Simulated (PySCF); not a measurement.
Dy (dysprosium, neutral) across methods

[Xe] 4f9 5d1 6s2, one real determinant (an excited configuration). Computed with PySCF 2.14 in cc-pVDZ-X2C (8s7p5d3f1g, 84 functions), with scalar relativity by spin-free X2C-1e.

```csv
method,E (hartree),mean ε 6s α (eV),mean ε 6s β (eV),mean ε 5d α (eV),Σ⟨r²⟩ (bohr²),⟨S²⟩
PBE0,-12156.42,-4.893,-4.474,-4.095,79.28,12.059
LDA,-12147.99,-4.544,-4.119,-3.060,78.41,12.023
r2SCAN,-12156.78,-4.418,-3.966,-3.468,78.91,12.250
UHF,-12152.35013,-5.829,-5.260,-6.765,82.57,12.079
PBE,-12156.53,-4.371,-3.955,-3.085,79.03,12.068
```

⟨L²⟩ = 30.21 against 56 for a pure K term, so this real determinant mixes terms. Spin-orbit coupling, absent here, splits the open shell strongly.
